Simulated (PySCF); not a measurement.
## Relaxation of singlet CaBr2

Computed with PBE/[Ca def2-TZVP, Br def2-TZVP], no relativity, density fitting, PySCF. A (50,194) grid was used.

A hand-made linear start, of D∞h symmetry, held to at least that symmetry:

```xyz
3
charge 0 multiplicity 1, angstrom
Ca    0.0000    0.0000    0.0000
Br    0.0000    0.0000    2.8500
Br    0.0000    0.0000   -2.8500
```

Optimiser trace:
```tsv
step	E − E(last) (kJ/mol)	largest gradient (Eh/bohr)
0	35.18	0.02612
1	14.48	0.01827
2	0.84	0.00562
3	0.08	0.00167
4	0.00	0.00006
```

It ends at D∞h with Ca–Br 2.615 Å (×2); Br–Ca–Br 180.0° (after a last refinement on a finer grid). A frequency run shows a minimum.

The relaxation took about 27 core-seconds on a shared host.
